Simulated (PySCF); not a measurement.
Match each property card to its molecule.

Structures:
1. `FC(F)(F)C1=CC1`
2. `[H][Al-]([H])([H])[H]`
3. `C[O+](C)[AlH2-][O][SiH3]`
4. `C=C(F)C(=O)OCC`

Card P (geometry PBE0-D3(BJ)/def2-SVP):
* Rotational constants A, B, C: 4.539, 1.046, 0.902 GHz
* Static isotropic polarisability (B3LYP/def2-SVPD): 90.6 au
* Core binding energies (ΔSCF SCAN, pcX-2 on the ionised atom, pcseg-1 elsewhere, spin-free X2C, 2p3/2 from a spin–orbit splitting computed afterwards within the 2p shell): Si2p3/2 106.8, C1s 293.2 (×2), O1s 536.6, O1s 540.5, Al1s 1566.2, Si1s 1846.7 eV
* Dipole moment (B3LYP/def2-SVPD): 5.22 D
* HOMO energy (B3LYP/def2-SVPD): -7.09 eV

Card Q (geometry GFN2-xTB):
* Rotational constants A, B, C: 4.632, 2.031, 1.896 GHz
* Static isotropic polarisability (wB97X-D/def2-SVPD): 47.5 au
* Strongest line among the 8 lowest singlet transitions (TDDFT wB97X-D/def2-SVPD): S1 at 6.29 eV (197 nm, f = 0.110)
* HOMO energy (wB97X-D/def2-SVPD): -10.01 eV
* Point group: Cs
* Dipole moment (wB97X-D/def2-SVPD): 2.67 D
* Lowest singlet excitation (TDDFT wB97X-D/def2-SVPD): 6.29 eV (197 nm, f = 0.110)

Card R (geometry PBE0-D3(BJ)/def2-SVP):
* Rotational constants A, B, C: 69.020, 69.014, 68.995 GHz
* Isotropic shieldings of nuclei other than C and H, by class (GIAO B3LYP/pcSseg-1 (pcSseg-2 on Al)): 483 (1 Al) ppm
* Point group: Td
* HOMO energy (B3LYP/pcSseg-1 (pcSseg-2 on Al)): -2.10 eV

Card S (geometry PBE0-D3(BJ)/def2-SVP):
- Rotational constants A, B, C: 4.223, 1.245, 0.973 GHz
- Static isotropic polarisability (CAM-B3LYP/def2-SVPD): 70.4 au
- Largest of the computed one-bond spin–spin couplings (means over like bonds) (B3LYP/pcJ-1, spin–dipole term left out for some pairs): 19F–13C -354.0, 13C–1H +180.2, 13C–1H +172.0, 13C–1H +151.5 (×2), 13C–1H +134.0 (×3), 13C–13C +93.9, 13C–13C +92.0, 13C–13C +42.7 Hz
- Vertical ionisation energy (ΔSCF CAM-B3LYP/def2-SVPD): 10.40 eV
- HOMO energy (CAM-B3LYP/def2-SVPD): -9.41 eV
- Lowest triplet excitation (Tamm–Dancoff) (TDA CAM-B3LYP/def2-SVPD): 3.68 eV
- 13C chemical shifts (computed TMS as zero) by class (GIAO PBE0/pcSseg-1): 164.9 (1 C), 162.9 (1 C), 109.7 (1 C), 62.2 (1 C), 15.0 (1 C) ppm

Species are written as SMILES; each is one conformer at its optimised geometry, gas phase, non-relativistic unless stated. Electronic properties by PySCF. NMR classes are plain means over equivalent atoms (diastereotopic ones count apart unless rotation or inversion swaps them), as if these changed places fast.

Which card belongs to which structure?

P = 3, Q = 1, R = 2, S = 4. What ties each card to its structure:
- 1 (card Q), C4H3F3, monoisotopic mass 108.0 u, 7 heavy atoms: an asymmetric top with C = 1.896 GHz; polarisability 47.5 au for 54 electrons; dipole 2.67 D.
- 2 (card R), [AlH4]-, monoisotopic mass 31.0 u, 1 heavy atom: point group Td; a HOMO at -2.10 eV for the only species of charge -1; a spherical top (constants that symmetry makes equal differ by optimisation noise) with C = 68.995 GHz, the highest such constant on the cards.
- 3 (card P), C2H11AlO2Si, monoisotopic mass 122.0 u, 6 heavy atoms: core lines of Al, C, O and Si; an asymmetric top with C = 0.902 GHz, the lowest such constant on the cards; polarisability 90.6 au for 66 electrons; dipole 5.22 D.
- 4 (card S), C5H7FO2, monoisotopic mass 118.0 u, 8 heavy atoms: 5 C in 5 classes; the least shielded carbon (164.9 ppm) is an ester carbonyl carbon; an asymmetric top with C = 0.973 GHz; polarisability 70.4 au for 62 electrons.
